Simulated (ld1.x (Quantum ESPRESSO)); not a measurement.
**What one change does to a pseudopotential (sulfur, ultrasoft)**

sulfur, ultrasoft, made with ld1.x (Quantum ESPRESSO) 7.5 (PBE, non-relativistic). Core [Ne], reference 3s2 3p2 (charge +2). Waves: 3s (bound): rcut 1.30, rcutus 1.55 bohr; 3s channel at -0.7 Ry: rcut 1.30, rcutus 1.55 bohr; 3p (bound): rcut 1.20, rcutus 1.60 bohr; 3p channel at 2.05 Ry: rcut 1.20, rcutus 1.60 bohr. Local part: all-electron potential smoothed inside 1.40 bohr (lloc = -2). Core correction: none. Augmentation charge: PSQ, radius 1.30 bohr.

Change: waves 3p (bound): rcut 1.18, rcutus 1.26 bohr; 3p channel at 2.05 Ry: rcut 1.18, rcutus 1.26 bohr.

Cutoffs: the cutoffs (Ry, on a coarse ladder) from which the occupation-weighted sum of valence levels, in a spherical-Bessel basis at the reference potential, stays within 10 and 1 mRy of its value at 400 Ry; they do not see the model core or the augmentation charge, which bear on the density cutoff. Errors are all-electron minus pseudo energies relative to the spin-unpolarised reference configuration.

Q: How do hardness, ghosts and transferability respond?

A: The potential gets neither clearly harder nor softer (18 Ry and 30 Ry → 15 Ry and 35 Ry); of the 7 tests that both files solve, the error grows in 7 and shrinks in 0 by more than 15 % and 0.3 meV (median size 1.1 → 6.6 meV); neither file shows a bound ghost. That the errors move this way runs against the usual rule that smaller radii transfer better.

| quantity | base | changed |
| --- | --- | --- |
| cutoff, loose | 18 Ry | 15 Ry |
| cutoff, tight | 30 Ry | 35 Ry |
| loose cutoff by channel (10 mRy a level) | s 6 Ry, p 15 Ry | s 6 Ry, p 12 Ry |
| bound ghosts | none | none |
| error for 3s2 3p4, meV [ΔE -34.08 eV] | +0.8 | +6.6 |
| error for 3s2 3p3, meV [ΔE -22.30 eV] | +0.9 | +3.6 |
| error for 3s2 3p1, meV [ΔE 34.05 eV] | +5.1 | +12 |
| error for 3s2 3p3.5, meV [ΔE -29.41 eV] | +1.1 | +5.6 |
| error for 3s2 3p4.3, meV [ΔE -35.79 eV] | +0.3 | +6.6 |
| error for 3s2 3p0, meV [ΔE 80.85 eV] | +41 | +88 |
| error for 3s1 3p5, meV [ΔE -23.90 eV] | +2.4 | +28 |
| lowest overlap eigenvalue by channel | s 0.45, p 0.75 | s 0.45, p 0.73 |
